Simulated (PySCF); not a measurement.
Spinor energies of Br²³⁺ (bromine, charge +23)

Start: [Ne] 3s2. Calculated with PySCF 2.14 in an even-tempered Gaussian basis (18 s from 0.98 bohr⁻², ratio 2.6; 13 p from 1.3 bohr⁻², ratio 2.6; 7 d from 1.3 bohr⁻², ratio 2.8; 4 f from 20 bohr⁻², ratio 2.8): generalised Hartree-Fock with the X2C-1e Hamiltonian and a Gaussian nucleus; spin-orbit coupling (SO) screened by Boettger's factors.

```tsv
spinor shell	electrons	ε, screened SO (eV)	weight of nominal j (screened SO)	rms radius, screened SO (bohr)
1s1/2	2	-14613.1	1.000	0.0492
2s1/2	2	-2828.7	1.000	0.201
2p1/2	2	-2647.8	1.000	0.177
3s1/2	2	-1066.0	1.000	0.495
```

Where does 2p3/2 lie, and what is the 2p spin-orbit splitting (screened SO)?

At -2598.0 eV, 49.815 eV above 2p1/2.

| quantity | screened SO |
| --- | --- |
| E (hartree) | -2269.19839 |
| M_J | 0 |
| ⟨J²⟩ | 0.000 |
| ⟨L²⟩ | 0.001 |
| ⟨S²⟩ | 0.001 |
